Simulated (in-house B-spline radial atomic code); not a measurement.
**Binding energies in Tl IX (Tl8+)**

NIST's tabulated ground configuration is [Xe] 4f14 5d5; each binding energy is the energy of the ion with one electron taken from that subshell, relaxed, less that of the parent. Method: Dirac-Hartree-Fock, average of configuration, Fermi nucleus of rms radius 5.4759 fm. Calculated with an all-electron radial atomic-structure program (B-spline basis). Energies include first-order Breit, QED and recoil terms.

```
subshell  X-ray name  binding energy (eV)  -ε (eV)  relaxation (eV)
      1s           K              85665.5  86229.6             90.1
      2s          L1              15493.3  15607.0             52.5
   2p1/2          L2              14839.2  14956.9             57.5
      3s          M1               3851.5   3892.0             27.9
   3p1/2          M2               3559.7   3600.7             29.2
   3p3/2          M3               3100.8   3134.6             27.0
      4s          N1                991.7   1004.7             10.1
   4p1/2          N2                865.6    878.2             10.0
   4p3/2          N3                753.3    763.4              8.8
      5s          O1                  271    273.2              1.7
   4f5/2          N6                258.7    266.8              8.3
   4f7/2          N7                254.3    262.0              8.1
   5p1/2          O2                224.5    226.5              1.5
   5p3/2          O3                202.4    203.9              1.2
      5d        O4,5                136.1    136.9              0.8
```

Relaxation = -ε minus the binding energy without Breit, QED and recoil terms.

Emission lines follow as differences of binding energies, with λ = 12398.42 eV·Å / E:

```tsv
line	holes	energy (eV)	wavelength (Å)
K-L2	1s → 2p1/2	70826.3	0.17505
K-M3	1s → 3p3/2	82564.7	0.15017
L1-M3	2s → 3p3/2	12392.5	1.0005
```

(1) What does it cost to remove both a 3p3/2 and a 3p1/2 electron?

(2) What does it cost to remove both a 3s and a 4f5/2 electron?

(3) What does it cost to remove both a 1s and a 5d electron?

Results:

(1) 6738.2 eV, which is 77.77 eV more than the two single binding energies together.

(2) 4153.1 eV, which is 42.9 eV more than the two single binding energies together.

(3) 85825 eV, which is 23.53 eV more than the two single binding energies together.
